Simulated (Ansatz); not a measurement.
A structure relaxed at r2SCAN-D4/def2-SVPD in Ansatz, charge -1, singlet:

```xyz
7

Cu   -0.016    0.019    0.030
Cu    3.339    0.728    1.364
Cu   -3.333   -0.735   -1.376
F    -4.928   -1.078   -2.080
F    -1.668   -0.373   -0.641
F     1.636    0.411    0.701
F     4.971    1.028    2.001
```

(1) Give its formula.

(2) Summarise the bond lengths by kind (pairs closer than 1.2 times the sum of covalent radii, bridged metal pairs left out).

## Answers

(1) Cu₃F₄⁻.

(2) 6 × Cu–F 1.78 to 1.86 Å.

The relaxation made no stability test and no search for a lower SCF solution. No other spin state of charge -1 was run. Another isomer (singlet) lies 0.36 eV lower at r2SCAN-D4/def2-TZVPD; other spin states weren't run for this one.
